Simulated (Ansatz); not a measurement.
`BCO[SiH3]` + `B[NH][AlH2]` → `BC[N](B)[AlH2]` + silanol at 600 K and 1 bar (substitution at a C–O bond).

Calculated with Ansatz (gas phase, PBE0-D4/def2-TZVP geometries, no zero-point term in ΔE). CCSD(T)/CBS adds triple-zeta CCSD(T) − MP2 to the extrapolated MP2 energy (def2 sets, frozen cores). One conformer a species, not always the lowest.

```json
{"species": "`BCO[SiH3]`", "CCSD(T)/CBS energy (Eh)": "-431.30140", "H − E (kJ/mol)": "261.2", "S (J/(mol·K))": "421.1"}
{"species": "`B[NH][AlH2]`", "CCSD(T)/CBS energy (Eh)": "-324.56557", "H − E (kJ/mol)": "181.5", "S (J/(mol·K))": "358.2"}
{"species": "`BC[N](B)[AlH2]`", "CCSD(T)/CBS energy (Eh)": "-389.18301", "H − E (kJ/mol)": "306.5", "S (J/(mol·K))": "467.9"}
{"species": "`O[SiH3]`", "CCSD(T)/CBS energy (Eh)": "-366.69042", "H − E (kJ/mol)": "135.7", "S (J/(mol·K))": "307.9"}
```

H − E and S are ideal-gas, rigid-rotor, harmonic terms from PBE0-D4/def2-TZVP, for one conformer and one mirror image of each species. 1 Eh = 2625.50 kJ/mol, R = 8.31446 J/(mol·K).

**Question.** By hand: ΔE, ΔH, ΔS and ΔG.

**Answer.** ΔE = (-389.18301) + (-366.69042) − (-431.30140) − (-324.56557) = -0.00646 Eh = -17.0 kJ/mol. Δ(H − E) = 306.5 + 135.7 − 261.2 − 181.5 = -0.5, so ΔH = -17.5 kJ/mol. ΔS = 467.9 + 307.9 − 421.1 − 358.2 = -3.5 J/(mol·K). ΔG = -17.5 − 600 × (-3.5)/1000 = -15.4 kJ/mol.

**Question.** By hand: the equilibrium constant, and the temperature at which ΔG would vanish if ΔH and ΔS stayed fixed.

**Answer.** log₁₀ K = −ΔG/(RT ln 10) = 1.3. ΔG = 0 at ΔH/ΔS = 5000 K, far beyond where these terms or the molecules hold.

The number of gas molecules stays the same, so ΔS is small and ΔH decides. A doubt of 5 kJ/mol in ΔE shifts log₁₀ K by 0.4 here. Other conformers and mirror images would add mixing entropy, several J/(mol·K) or more a flexible species. Modes under 60 cm⁻¹, often nearly free rotors, make the harmonic entropy too high. These are equilibria of isolated gas molecules and say nothing of rates. Largest T1 diagnostic: 0.012 (customary marks: 0.02 for closed shells, 0.045 for open ones).
